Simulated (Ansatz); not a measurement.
A nudged elastic band was laid between two geometries of CH6NSi2 (10 atoms, charge 1, multiplicity 1).

Computed with Ansatz 0.2.0, RHF/def2-SVP.

```yaml
movable_images: 5
climbing_image: yes
spring: 5.0 eV/Å²
optimiser: quadratic models (default)
start_path: IDPP
force_threshold: 0.03 eV/Å
iteration_limit: 60
end_points: relaxed
```

First end point:

```xyz
10
Properties=species:S:1:pos:R:3
N 0.793 -1.090 -1.473
Si -0.303 -0.965 0.091
C -0.401 0.530 0.740
Si -0.702 1.932 1.637
H 1.180 -0.170 -1.660
H 0.284 -1.379 -2.302
H 1.572 -1.733 -1.373
H -0.770 -2.336 0.263
H 0.154 2.364 2.746
H -1.807 2.846 1.332
```

Last end point:

```xyz
10
Properties=species:S:1:pos:R:3
N 0.795 -1.091 -1.471
Si -0.306 -0.963 0.088
C -0.402 0.531 0.739
Si -0.703 1.933 1.636
H 1.184 -0.172 -1.659
H 0.290 -1.380 -2.303
H 1.574 -1.735 -1.369
H -0.775 -2.333 0.258
H -1.804 2.851 1.329
H 0.148 2.359 2.751
```

Q: What changes between the two ends?

A: No bond is made or broken.  The two ends are copies of one structure, up to a mirror image or an exchange of like atoms.

Q: What energy profile does the band end with?

A: The run converged. The highest image is number 3 of 0 to 6, 12.3 kcal/mol above the ends, which have the same energy within 2 meV. A vibrational analysis at the climbing image gives one clearly imaginary mode, 395i cm⁻¹: a first-order saddle point.

```csv
image,path coordinate (Å),energy (kcal/mol)
0,0.00,0.0
1,0.81,2.2
2,1.61,8.3
3,2.42,12.3
4,3.25,8.2
5,4.06,2.1
6,4.88,0.0
```

Q: What is the geometry of the highest image?

A: 
```xyz
10
Properties=species:S:1:pos:R:3
N 1.099 -1.394 -1.037
Si -0.499 -0.702 -0.213
C -0.290 0.759 0.474
Si -0.874 2.106 1.335
H 1.827 -0.699 -0.895
H 1.013 -1.552 -2.036
H 1.424 -2.268 -0.636
H -1.417 -1.803 -0.509
H -0.038 3.262 1.683
H -2.246 2.291 1.832
```

Q: What are the harmonic wavenumbers there?

A: 395i, 84, 99, 142, 235, 505, 539, 682, 732, 787, 788, 827, 989, 1105, 1481, 1507, 1728, 1743, 2398, 2419, 2432, 3603, 3713, 3717 cm⁻¹.

The band took 17 iterations and roughly 6 core-minutes.

The run took 6 min on 1 thread of Intel(R) Xeon(R) Processor @ 2.50GHz (Skylake/Cascade Lake) (shared host), peak memory 0.18 GiB.
